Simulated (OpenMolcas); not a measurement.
## Levels of S³⁺ by method

```json
{
 "Program": "OpenMolcas 26.06",
 "Basis": "ANO-RCC [8s7p5d4f2g]",
 "Scalar Hamiltonian": "DKH2, point nucleus",
 "Active space": "3 electrons in 9 orbitals (RAS2 3s 3p; RAS3 3d, at most 2 electrons)",
 "State averaging": "2S+1 = 4 odd, 1 root; 2S+1 = 2 odd, 11 roots; 2S+1 = 4 even, 3 roots; 2S+1 = 2 even, 9 roots",
 "Spin-orbit coupling": "RASSI with atomic mean-field integrals over the reference wave functions, term energies averaged over their components"
}
```

Methods on the same reference wave functions:
A. RASSCF
B. SS-RASPT2, IPEA 0.25 Eh, imaginary shift 0.1 Eh (closed shells correlated: 2s 2p)
C. MS-RASPT2, IPEA 0.25 Eh, imaginary shift 0.1 Eh (closed shells correlated: 2s 2p)

Energies in cm⁻¹ above 3s² 3p ²P°_1/2, the measured ground level; measured values from NIST levels in Podobedova, Kelleher and Wiese, J. Phys. Chem. Ref. Data 38, 171 (2009).

```
         Level       A       B       C  Measured
3s² 3p ²P°_1/2     0.0     0.0     0.0       0.0
3s² 3p ²P°_3/2     846     846     850       951
 3s 3p² ⁴P_1/2   68148   70960   71010     71184
 3s 3p² ⁴P_3/2   68449   71260   71310     71529
 3s 3p² ⁴P_5/2   68937   71750   71800     72074
 3s 3p² ²D_3/2   94152   94210   94260     94103
 3s 3p² ²D_5/2   94178   94240   94280     94150
 3s 3p² ²S_1/2  126681  123710  123760    123509
 3s 3p² ²P_1/2  137010  134150  134200    133620
 3s 3p² ²P_3/2  137559  134700  134740    134245
```

Deviations, from unrounded energies. A percentage is the sum of absolute deviations over the sum of measured energies, with the sign that they share, or ± where signs differ.

```tsv
Against measurement	Levels	A	B	C
mean absolute deviation (cm-1)	9	2100	250	260
fine structure of the ground term (%)	1	-11.1	-11.1	-10.7
other configurations (%)	8	±2.4	±0.3	±0.3
```

B, C lie about equally close to measurement and A furthest from it. The largest miss of B in the table is 3s 3p² ²P_1/2, by +530 cm-1. The ranking rests on the paired levels alone, and a cruder setting can come out closer through cancelling errors.

Between B and C the level of the table that moves most is 3s 3p² ²S_1/2, by 49 cm-1 (lowest in B, highest in C). Moves below CASPT2's spread within the term are not significant.

The mean deviations of B to C differ by less than CASPT2's widest spread within a term (14 cm-1), so their order carries little weight.

The lowest spin-free term lies below A's lowest term by 0.169 hartree in B, 0.170 hartree in C.

CASPT2 breaks the degeneracy within a term, and the mean is taken; among the terms shown or strongly mixed into the levels shown the widest spread is 14 cm-1 (3s 3p² ²D, C). Active for correlation alone: 3d; no level in the range computed is led by a configuration that fills it, so any true level of that kind is missing. Some terms mix strongly with configurations of 3d, whose occupation reaches 0.19 (3s 3p² ²D). Measured partners are found by configuration, term and J. A level has none where our copy of the source lacks it or the pairing is in doubt (some pairs that miss far off the trend of their configuration count as doubtful), and it then counts in no deviation. Only configurations of the active space appear. The table leaves out levels that lie high or whose names do not pair safely across all columns.

° marks odd parity.
